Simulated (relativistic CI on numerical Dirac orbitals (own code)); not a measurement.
Method of calculation: Dirac-Coulomb-Breit CI, separate exchange-only KLI orbitals for each configuration, QED by a radiative potential, unscaled Slater integrals (own radial code, finite nucleus).

The strongest absorption lines from the ground level of an ion, among the configurations computed and to levels below about 13500 eV (vacuum wavelength in nm, gf): 0.09420 (0.87), 0.10608 (0.4), 0.10826 (0.97), 0.10833 (1.6), 0.10835 (2.1), 0.11078 (0.77), 0.12433 (4.2), 0.12454 (1.4).

Which ion is it?
A. Os⁶⁸⁺
B. Yb⁶²⁺
C. Ra⁸⁰⁺
D. Os⁶⁶⁺

A. Os⁶⁸⁺ has 8 electrons and the ground level 2s2 2p4 3P_2; the strongest line goes to 2s2 2p3 3d 3D°_3. The pattern of lines fixes the number of electrons, and along that sequence the line energies rise steadily with the charge (about as its square where n changes within one kind of shell, about linearly where n is kept but much faster in heavy ions where fine structure, which grows about as Z⁴, sets the gap, and irregularly where shells cross), which fixes Z. Configurations outside the model, such as inner-shell arrays, can give stronger lines. At this charge energies of transitions that change n are usually good to better than 1 %, and those within a shell (Δn = 0) to a few per cent.

LS names give the leading component of a level, which can be under half, so a name can repeat, a term be missing and a line seem to break the LS rules.
